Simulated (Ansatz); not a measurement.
Reaction (ligand exchange at a Ge–C bond): `O[C](F)(F)[GeH3]` + `[SiH3]N[SiH3]` → `[SiH3][N]([SiH3])[GeH3]` + `OC(F)F`

Computed with Ansatz on PBE0-D4/def2-TZVP structures; ΔE is electronic, products minus reactants. CCSD(T)/CBS adds triple-zeta CCSD(T) − MP2 to the extrapolated MP2 energy (def2 sets, frozen cores). This one scheme is used for every species. DFT in def2-TZVPP. B3LYP here is the variant with VWN-RPA as its local correlation; programs differ in this. For Ge outer-core shells are correlated without core-valence functions, which leaves a few kJ/mol of doubt a bond. Scalar relativity is left out up to krypton. Each species was taken in one conformer, which may not be the lowest.

| level | ΔE (eV) |
| --- | --- |
| B3LYP-D4 | -0.64 |
| r2SCAN | -0.59 |
| PBE0 | -0.60 |
| B3LYP | -0.55 |
| HF/def2-TZVPP | -0.79 |
| SCS-MP2/def2-TZVPP | -0.79 |
| MP2/def2-QZVPP | -0.77 |
| HF/CBS(def2) | -0.79 |

Task: What does CCSD(T)/CBS give? (Estimate.)

Result: Ansatz gave: -0.70 eV. The listed levels differ from it by 0.06, 0.11, 0.10, 0.15, -0.09, -0.09, -0.07, -0.09 eV.

Largest T1 diagnostic among the species: 0.012.

From PBE to PBE0 (25 % exact exchange), in def2-TZVPP and without D4, ΔE moves by −0.09 eV. The D4 term adds −0.09 eV with B3LYP and −0.05 eV with PBE0; it sums over pairs of atoms, weighted by their polarisabilities, and B3LYP, whose exchange is more repulsive, gets the larger term.
